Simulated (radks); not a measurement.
The numbers below are computed, except where a source is named.
Task: All-electron atom: Cl in [Ne] 3s2 3p5. Level of theory: scalar-relativistic Kohn-Sham, LDA (Slater exchange, Perdew-Wang correlation), spin-polarised, spherical densities, point nucleus; open shells are filled with parallel spins first (a radial shooting solver on a logarithmic mesh with Libxc functionals). Some entries of the table are withheld. Estimate them.

orbital,occ.,eigenvalue (Ry),<1/r> (bohr^-1),<r> (bohr)
1s up,1,-201.5316,16.63,0.09121
1s down,1,-201.5184,16.63,0.09121
2s up,1,(1),3.296,0.4461
2s down,1,(2),3.297,0.4459
2p up,3,-14.09026,3.202,0.4078
2p down,3,-14.07253,3.203,0.4077
3s up,1,(3),0.9072,1.533
3s down,1,(4),0.9038,1.540
3p up,3,-0.66618,0.7522,1.832
3p down,2,-0.60828,0.7429,1.861

Result: 
(1) 2s up eigenvalue (Ry): -18.50560
(2) 2s down eigenvalue (Ry): -18.49131
(3) 3s up eigenvalue (Ry): -1.55074
(4) 3s down eigenvalue (Ry): -1.48554
